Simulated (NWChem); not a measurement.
Molecule: CH$_{3}$FO$_{2}$Si; SMILES O1CO[SiH]1F

```xyz
8

F     -0.4837    -1.8113     0.0000
Si     0.4363    -0.4944     0.0000
O     -0.0183     0.6799    -1.1023
C     -0.3534     1.5186     0.0000
O     -0.0183     0.6799     1.1023
H      1.8280    -0.9749     0.0000
H      0.2586     2.4369     0.0000
H     -1.4281     1.7714     0.0000
```
Atoms are numbered in this order, from 1.

Computed with NWChem. Coordinates come from a PBE0/def2-SVP optimisation.

For level PBE/def2-TZVP:

```
Item                         Value
---------------------------  -----
highest occupied level (eV)  -7.09
orbital gap (eV)              6.13
```

### Question
How do the values read with level PBE0/def2-TZVP instead?

### Answer
* **highest occupied level (eV)**: -8.66
* **orbital gap (eV)**: 8.64
